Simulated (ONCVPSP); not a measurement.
**Sb (Z = 51), ONCV: configuration errors across variants**

ONCVPSP 4.0.1 input, shortened (lines: element, Z, core and valence counts, functional; n l f; lmax; l rc ep ncon nbas qcut; lloc lpopt rc5 dvloc0; l nproj debl; icmod fcfact rcfact), LDA (Perdew-Zunger), scalar-relativistic:

```
  Sb 51.00    9    2        3      upf
    1    0    2.00
    2    0    2.00
    2    1    6.00
    3    0    2.00
    3    1    6.00
    3    2   10.00
    4    0    2.00
    4    1    6.00
    4    2   10.00
    5    0    2.00
    5    1    3.00
    2
    0    1.60    0.00    3    6    3.30
    1    2.20    0.00    3    6    3.60
    2    2.15    0.13    3    6    4.60
    4    3    1.20    1.00
    0    1    3.50
    1    2    3.50
    2    2    1.70
    3    4.50    1.65
```

All-electron excitation energies from the reference (eV): (1) 5s2 5p2 8.521; (2) 5s2 5p1 24.774; (3) 5s2 5p0 49.560; (4) 5s1 5p3 17.339.

3 further variants failed, have other tests or another functional or relativity, and are left out.

A true bound ghost makes a file unfit for plane-wave use even where its test errors are small: the radial tests pick states by their node count and pass the ghost by.

Errors AE − PS in meV (a dash: test not solved or not reliable):

```tsv
change	(1)	(2)	(3)	(4)	bound ghosts	GHOST(+) flags above zero
base	-34	-201	-631	-45	s, d	p
all radii but the core radius scaled by about 1.27 (s 2.04, p 2.80, d 2.74 bohr); local potential polynomial inside 1.52 bohr (lpopt 3, dvloc0 1 Ha)	-33	-191	-590	-28	s	p
core correction Teter function, fcfact 4.5, rcfact 1.14	+0.1	+2.8	+14	-7.8	s, d	p
d: qcut 5.4	-34	-201	-631	-45	s, d	p
core correction Teter function, fcfact 5.9, rcfact 1.65	-41	-241	-748	-53	s, d	p
s: qcut 2.6; p: qcut 2.9; d: qcut 3.7	-34	-203	-642	-43	s, d	p
d: qcut 6.1	-34	-201	-631	-45	s, d	p
```

Q: Give the same row for: p: nproj 3.

A: -35, -202, -631, -45; bound ghosts: s, d; GHOST(+) flags above zero: p.
